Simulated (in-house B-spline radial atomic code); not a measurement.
## Binding energies in Pr2+

NIST's tabulated ground configuration is [Xe] 4f3; each binding energy is the energy of the ion with one electron taken from that subshell, relaxed, less that of the parent. Level of theory: Dirac-Hartree-Fock, average of configuration, Fermi nucleus of rms radius 4.8919 fm; calculated with an all-electron radial atomic-structure program (B-spline basis). Energies include first-order Breit, QED and recoil terms.

| subshell | X-ray name | binding energy (eV) | -ε (eV) | relaxation (eV) |
| --- | --- | --- | --- | --- |
| 1s | K | 42004.8 | 42242.6 | 72.7 |
| 2p1/2 | L2 | 6457.4 | 6519.5 | 44.2 |
| 2p3/2 | L3 | 5981 | 6035.7 | 42.4 |
| 3p1/2 | M2 | 1356 | 1379.4 | 20.4 |
| 3p3/2 | M3 | 1259.8 | 1281.4 | 19.7 |
| 3d3/2 | M4 | 967.4 | 990.0 | 21.6 |
| 3d5/2 | M5 | 947.3 | 969.1 | 21.3 |
| 4s | N1 | 329.6 | 338.1 | 7.8 |
| 4p1/2 | N2 | 264.5 | 272.6 | 7.5 |
| 4p3/2 | N3 | 243.9 | 251.3 | 7.1 |
| 4d3/2 | N4 | 135.4 | 142.0 | 6.5 |
| 4d5/2 | N5 | 131.9 | 138.2 | 6.3 |
| 5s | O1 | 60.13 | 61.33 | 1.10 |
| 5p1/2 | O2 | 40.58 | 41.56 | 0.92 |
| 5p3/2 | O3 | 37.72 | 38.55 | 0.80 |
| 4f | N6,7 | 18.02 | 21.40 | 3.49 |

Relaxation = -ε minus the binding energy without Breit, QED and recoil terms.

Emission lines follow as differences of binding energies, with λ = 12398.42 eV·Å / E:

```tsv
line	holes	energy (eV)	wavelength (Å)
K-L3	1s → 2p3/2	36023.8	0.34417
K-L2	1s → 2p1/2	35547.4	0.34879
K-M3	1s → 3p3/2	40745.0	0.30429
L3-M5	2p3/2 → 3d5/2	5033.7	2.4631
L2-M4	2p1/2 → 3d3/2	5490.0	2.2584
L2-N4	2p1/2 → 4d3/2	6322.0	1.9612
```

Task: What screening constant σ does Moseley's law, E = (3/4)·13.6057 eV·(Z - σ)², need for K-L3?

Result: σ = -0.42.

Moseley's non-relativistic formula needs a falling, then negative, screening constant for heavy elements, because relativity binds the 1s electron more strongly than the formula allows.

Task: What does it cost to remove both a 1s and a 3d5/2 electron?

Result: 43025 eV, which is 72.5 eV more than the two single binding energies together.

Task: What does it cost to remove both a 3p3/2 and a 5p1/2 electron?

Result: 1314.8 eV, which is 14.42 eV more than the two single binding energies together.
